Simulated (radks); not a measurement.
Ionisation ladder of erbium, from Er XXVII to Er LVI (ions without a valid solution omitted). Each ion is in the ground configuration listed by NIST, and IE = E(next ion) - E(this ion). All-electron calculation, scalar-relativistic Kohn-Sham, SCAN, spin-polarised, spherical densities, finite nucleus; open shells are filled with parallel spins first (spin-orbit coupling, left out, can overturn this in heavy ions); meta-GGA in the generalised Kohn-Sham scheme; Fermi nuclear charge, rms radius 5.2516 fm. Program: a radial shooting solver on a logarithmic mesh with Libxc functionals.

species,configuration,E (hartree),"IE, Delta-SCF (eV)",-e(HOMO) (eV),HOMO,"IE, NIST (eV)",kind,error (eV)
Er XXVII,[Kr] 4d6,-12775.3798,943.18,922.39,4d down,943,theory,+0.2
Er XXVIII,[Kr] 4d5,-12740.7187,1001.7,979.97,4d up,989,theory,+12.7
Er XXIX,[Kr] 4d4,-12703.9063,1046.4,1024.5,4d up,1046,theory,+0.4
Er XXX,[Kr] 4d3,-12665.4520,1091.4,1069.3,4d up,1092,theory,-0.6
Er XXXI,[Kr] 4d2,-12625.3432,1136.8,1114.6,4d up,1142,theory,-5.2
Er XXXII,[Kr] 4d1,-12583.5665,1182.5,1160.1,4d up,1188,theory,-5.5
Er XXXIII,[Kr],-12540.1121,1391.5,1369.4,4p,1370,theory,+21.5
Er XXXIV,[Ar] 3d10 4s2 4p5,-12488.9763,1436.8,1415.0,4p down,1416,theory,+20.8
Er XLI,[Ar] 3d10,-12071.3900,3179.6,3125.8,3d,3157,theory,+22.6
Er XLII,[Ar] 3d9,-11954.5420,3290.7,3236.5,3d down,3265,theory,+25.7
Er XLIII,[Ar] 3d8,-11833.6128,3402.4,3347.9,3d down,3381,theory,+21.4
Er XLIV,[Ar] 3d7,-11708.5781,3514.6,3459.9,3d down,3505,theory,+9.6
Er XLV,[Ar] 3d6,-11579.4196,3627.2,3572.4,3d down,3624,theory,+3.2
Er XLVI,[Ar] 3d5,-11446.1240,3785.0,3727.4,3d up,3742,theory,+43.0
Er XLVII,[Ar] 3d4,-11307.0264,3904.2,3846.1,3d up,3916,theory,-11.8
Er XLVIII,[Ar] 3d3,-11163.5503,4023.8,3965.5,3d up,4038,theory,-14.2
Er XLIX,[Ar] 3d2,-11015.6778,4143.9,4085.4,3d up,4170,theory,-26.1
Er L,[Ar] 3d1,-10863.3931,4264.2,4205.6,3d up,4294,theory,-29.8
Er LI,[Ar],-10706.6876,4718.2,4667.8,3p,4639,theory,+79.2
Er LII,[Ne] 3s2 3p5,-10533.2971,4823.4,4773.4,3p down,4748,theory,+75.4
Er LV,[Ne] 3s2 3p2,-9988.5653,5181.6,5130.1,3p up,5329,theory,-147.4
Er LVI,[Ne] 3s2 3p1,-9798.1432,5286.7,5236.7,3p up,5455,theory,-168.3

Reference values: NIST Atomic Spectra Database (exp. = measured, semi-emp. = semi-empirical, theory = theoretical value adopted there). The ionisation energy per charge of the ion left behind rises most, in proportion, at Er XLI ([Ar] 3d10), from 42.259 to 77.551 eV. Open shells are spherical and high-spin; term and fine-structure splittings are not resolved. Spin-orbit splitting is averaged out at the scalar-relativistic level.
